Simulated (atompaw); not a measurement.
**Pseudopotential generation for Re (Z = 75): PAW (atompaw), PBE, scalar-relativistic.**

The input file (atompaw 4.2.0.5):

```
Re 75
GGA-PBE scalarrelativistic loggrid 2001 logderivrange -7 5 301
6 6 5 4 0 0
6 0 0
6 1 0
5 2 5
0 0 0
c
c
c
c
c
v
c
c
c
v
v
c
c
v
c
2
2.50 2.25 1.70 1.75
y
-0.95
n
n
y
2.05
n
custom polynom vanderbiltortho sinc
3 0.5 troulliermartins
2.35
2.50
1.95
2.50
2.50
2.50
PWSCFOUT
UPFDX 0.0125d0 UPFXMIN -7.d0 UPFZMESH 75.d0
END
```

Command:

```bash
atompaw < Re.input > Re.log
```

Output (summary file):

```
[... start of the log left out ...]
   Valence                  :     -748.73922427760181

 PAW parameters:
       lmax =            2
         rc =    2.5090253339217341
        irc =         1495
   rc_shape =    2.2642851434291624
    rc_vloc =    1.7103882675196436
    rc_core =    1.7578477613446559
   Vloc: Norm-conserving Troullier-Martins with l= 3;e=   5.0000E-01
   Projector type: polynomial pseudization + Vanderbilt ortho.
   Sinc^2 compensation charge shape zeroed at   2.2643E+00

 Number of basis functions     6
 No.   n  nodes  l      Energy         Cp coeff         Occ
  1    6    5    0   -0.1474963E+01  0.9636540E+01  0.0000000E+00
  2  999    6    0   -0.9500000E+00  0.1541650E+01  0.0000000E+00
  3    5    3    1   -0.4678711E+01  0.4887056E+00  0.6000000E+01
  4    6    4    1   -0.9842526E+00  0.4602244E+01  0.0000000E+00
  5    5    2    2   -0.1574073E+01  0.1731814E+01  0.5000000E+01
  6  999    3    2    0.2050000E+01 -0.1323321E+01  0.0000000E+00

 Eigenvalues of overlap operator (in the basis of projectors):
    1       -4.02997718E-01
    2        8.09888223E-01
    3        1.90020939E+00
    4        1.82397937E+02
    5        1.47570413E+03
    6        3.46769942E+03

The overlap operator has at least one negative eigenvalue!
It might be not positive definite...
Program is stopping.
This probably means that your projectors are too similar
or that your PAW basis is incomplete.
Advice: try to change your input parameters (f.i. : reference energies).
```

The run stopped because the overlap operator built from these waves and projectors is not positive definite.

The run took about 10 s on one core of a shared server CPU.
